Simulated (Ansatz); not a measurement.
Basis sets compared for Si(eta1-allyl)H3 (C₃H₈Si). The state is a singlet with charge 0. Geometry r2SCAN-D4/def2-SVP. Ansatz on 2 threads of Arm Neoverse V1 on a shared host; times are rough, and most runs start from earlier orbitals.

```xyz
12

C     0.731    0.084   -0.370
C    -0.550    0.852   -0.455
C    -0.954    1.793    0.409
Si    0.450   -1.711    0.181
H     1.237    0.048   -1.352
H     1.431    0.556    0.341
H    -1.216    0.583   -1.288
H    -0.329    2.096    1.258
H    -1.919    2.292    0.295
H    -0.523   -2.381   -0.736
H    -0.099   -1.742    1.569
H     1.739   -2.470    0.148
```

Another isomer (singlet) lies 0.34 eV lower at PBE0-D4/def2-TZVP; other spin states weren't run for this one.

Binding counts from free atoms (C triplet, Si triplet, H doublet) in the same basis, without a counterpoise term.

```
           level  functions  energy (Eh)  HOMO (eV)  LUMO (eV)  binding per atom (eV)  wall time
 PBE-D4/def2-SVP        100    -408.0974      -6.00      -0.73                   3.92      1.3 s
PBE0-D4/def2-SVP        100    -408.1509      -7.13       0.28                   3.89      1.4 s
```

(1) Estimate the rows for PBE-D4/def2-TZVP (with forces), PBE0-D4/def2-TZVP.

## Answers

(1) 
```
                         level  functions  energy (Eh)  HOMO (eV)  LUMO (eV)  binding per atom (eV)  wall time
PBE-D4/def2-TZVP (with forces)        178    -408.3292      -6.09      -0.94                   3.90      2.8 s
             PBE0-D4/def2-TZVP        178    -408.3784      -7.17       0.06                   3.87      2.9 s
```
